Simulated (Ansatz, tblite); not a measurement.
Spin states of the cluster Mg₂Se⁺ (the lowest doublet isomer of a short search), each relaxed with r2SCAN-D4/def2-TZVP in Ansatz. Electronic energies in the gas phase.

The xTB rows come from tblite. HSE06 is defined as in plane-wave codes, on full-range PBE exchange. Correlated methods freeze 11 core orbitals; core or outer-core shells of Mg, Se are correlated, in sets that lack core-valence functions. In CCSD on the charge 1 doublet the largest single amplitude is 0.37, so its Hartree–Fock determinant may place the open shell otherwise than the density functionals do. The structure comes from a short search, and lower isomers may exist.

Doublet geometry (C2v within 0.1 Å):

```xyz
3

Mg    0.209   -1.330    1.614
Mg    0.163    0.730   -1.964
Se   -0.372    0.600    0.350
```

Quartet geometry (C2v within 0.1 Å):

```
atom   x (Å)   y (Å)   z (Å)
 Mg1  -1.821   1.039  -1.000
 Mg2   1.730  -1.531   0.242
 Se3   0.091   0.492   0.757
```

⟨S²⟩: doublet 0.76 at PBE0-D4/def2-TZVP (pure 0.75), quartet 3.76 at PBE0-D4/def2-TZVP (pure 3.75).

Run but left out: HF/STO-3G, HF/def2-TZVP, HF/def2-TZVPP, MP2/def2-TZVP, MP2/def2-TZVPP (doublet: a determinant that CCSD turns far, T1 0.047).

Only these spin states were relaxed.

```json
{"level": "GFN1-xTB", "quartet − doublet (kJ/mol)": "170.2", "lowest of these": "doublet", "remarks": "–"}
{"level": "PBE-D4/def2-TZVP", "quartet − doublet (kJ/mol)": "136.0", "lowest of these": "doublet", "remarks": "–"}
{"level": "BLYP-D4/def2-TZVP", "quartet − doublet (kJ/mol)": "134.2", "lowest of these": "doublet", "remarks": "–"}
{"level": "PBE0-D4/def2-TZVP", "quartet − doublet (kJ/mol)": "115.2", "lowest of these": "doublet", "remarks": "–"}
{"level": "HSE06-D4/def2-TZVP", "quartet − doublet (kJ/mol)": "118.5", "lowest of these": "doublet", "remarks": "–"}
{"level": "CCSD(T)/def2-TZVPP", "quartet − doublet (kJ/mol)": "103.0", "lowest of these": "doublet", "remarks": "large T1 (0.047) (doublet)"}
```

**Question.** Estimate the rows for GFN2-xTB, r2SCAN-D4/def2-TZVP, B97M-V/def2-TZVP, ωB97M-V/def2-TZVP, RPA@PBE/def2-TZVP, CCSD/def2-TZVPP.

**Answer.** 
```tsv
level	quartet − doublet (kJ/mol)	lowest of these	remarks
GFN2-xTB	152.8	doublet	–
r2SCAN-D4/def2-TZVP	125.6	doublet	–
B97M-V/def2-TZVP	134.9	doublet	–
ωB97M-V/def2-TZVP	101.8	doublet	–
RPA@PBE/def2-TZVP	111.9	doublet	–
CCSD/def2-TZVPP	88.0	doublet	large T1 (0.047) (doublet)
```

The xTB methods have no spin-polarisation term.
